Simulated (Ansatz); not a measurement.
The cluster NaPt₃⁺, relaxed as a singlet with RKS PBE0-D4/def2-SVP in Ansatz, starting from the GFN2-xTB geometry. Force threshold 0.02 eV/Å.

In the def2 sets Pt takes a core potential; there is no spin–orbit coupling. The restricted singlet is unstable towards broken spin symmetry at other levels; at PBE0-D4/def2-SVP this wasn't settled. The relaxation made no stability test and no search for a lower SCF solution. The structure comes from a short search, and lower isomers may exist.

Start:

```xyz
4

Na   -0.0646   -1.7974    0.4308
Pt   -0.6347    0.3232   -1.4091
Pt    1.4705    0.5683   -0.0559
Pt   -0.7712    0.9059    1.0342
```

| step | energy (eV) | largest force component (eV/Å) | SCF passes |
| --- | --- | --- | --- |
| 1 | -14148.1074 | 0.635 | 21 |
| 2 | -14148.1331 | 1.041 | 30 |
| 3 | -14148.1765 | 0.034 | 27 |
| 4 | -14148.1766 | 0.001 | 30 |

Force components are those of the run's own axes.

End:

Cartesian coordinates in Å:
```
Na -0.0689 -1.9260 0.4593
Pt -0.6233 0.3683 -1.3982
Pt 1.4493 0.6116 -0.0665
Pt -0.7570 0.9461 1.0053
```

By distances, no bond broke or formed. The bond that changes most is Na1–Pt4, from 2.86 to 3.00 Å (atoms count from 1).

No frequencies were taken in this run, so the end may be a saddle point.

Hardware: 4 threads of AMD EPYC 7B13 on a shared host. Wall time 8.5 s.
